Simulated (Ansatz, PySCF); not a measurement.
Ge(H)2(F)(OMe) (CH₅FGeO), SMILES C[O][GeH2][F].

Geometry: ωB97X-D3(BJ)/def2-SVP. This is a generated structure with no PubChem entry under its InChIKey; it may be hypothetical. Other conformers were not sampled.

Vertical ionisation energy (IE) and electron affinity (EA) in eV. Rows of orbital energies are one-electron estimates. Where ΔSCF, EOM or ADC give a negative EA the extra electron is unbound and the value depends on the basis.

```json
[
 {"level": "−ε(HOMO), −ε(LUMO), r2SCAN/def2-TZVP (PySCF)", "IE": "7.10", "EA": "0.09"},
 {"level": "−ε(HOMO), −ε(LUMO), PBE/def2-TZVP (PySCF)", "IE": "6.76", "EA": "0.49"},
 {"level": "ΔSCF, CAM-B3LYP/def2-SVPD (Ansatz), final states of multiplicity 2 and 2", "IE": "10.88", "EA": "-1.65"},
 {"level": "ΔSCF, PBE/def2-SVPD (Ansatz), final states of multiplicity 2 and 2", "IE": "?", "EA": "?"}
]
```

Problem. Some entries are withheld; supply them. (Estimate from the structure and the level; the computed values follow.)

Solution. 
- ΔSCF, PBE/def2-SVPD (Ansatz, an electronic-structure program), final states of multiplicity 2 and 2, IE: 10.41
- ΔSCF, PBE/def2-SVPD (Ansatz), final states of multiplicity 2 and 2, EA: -1.38

Problem. What vertical singlet–triplet gap does ΔSCF give with CAM-B3LYP/def2-SVPD (Ansatz) and with PBE/def2-SVPD (Ansatz)? (The exact figures need the calculation; the answer reports its results.)

Solution. 7.15 and 6.54 eV (triplet above singlet where positive).
